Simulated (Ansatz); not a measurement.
Computed with Ansatz on PBE0-D4/def2-TZVP structures; ΔE is electronic, products minus reactants. CBS: MP2 limit from def2 TZ/QZ plus the TZ coupled-cluster correction, frozen cores. This one scheme is used for every species. Functionals use def2-TZVPP. HSE06 is defined as in plane-wave codes. def2 core potentials past Kr. For Sn outer-core shells are correlated without core-valence functions, which leaves a few kJ/mol of doubt a bond. One conformer a species, not always the lowest.

`F[SiH2][BH][SnH3]` + `[AlH2][SH]` → `[AlH2][S][SnH3]` + `B[SiH2]F`  (cleavage of the Sn–B bond)

CCSD(T)/CBS gives -0.68 eV.

Question: Another level gave -0.67 eV. Which?
A. B97M-V/def2-TZVPP
B. HF/def2-TZVPP
C. HSE06/def2-TZVPP
D. LDA (SPW92)/def2-TZVPP

Answer: A. B97M-V -0.67, HSE06 -0.62, HF/def2-TZVPP -0.79, LDA (SPW92) -0.50 eV.

Question: What do rigid-rotor, harmonic-oscillator terms from PBE0-D4/def2-TZVP frequencies (298.15 K, 1 bar) make of the CCSD(T)/CBS value? (An estimate is asked.)

Answer: Ansatz gave: ΔZPE = +0.03 eV, ΔH = -0.65 eV, ΔS = -10 J/(mol·K), ΔG = -0.62 eV. Modes under 50 cm⁻¹ make the entropy rough.

Largest T1 diagnostic among the species: 0.014.

In def2-TZVPP, CCSD(T) changes the Hartree–Fock value by +0.17 eV (the triples alone add −0.00 eV) and MP2 by +0.09 eV. From BLYP to BHLYP (50 % exact exchange), in def2-TZVPP and without D4, ΔE moves by −0.10 eV.
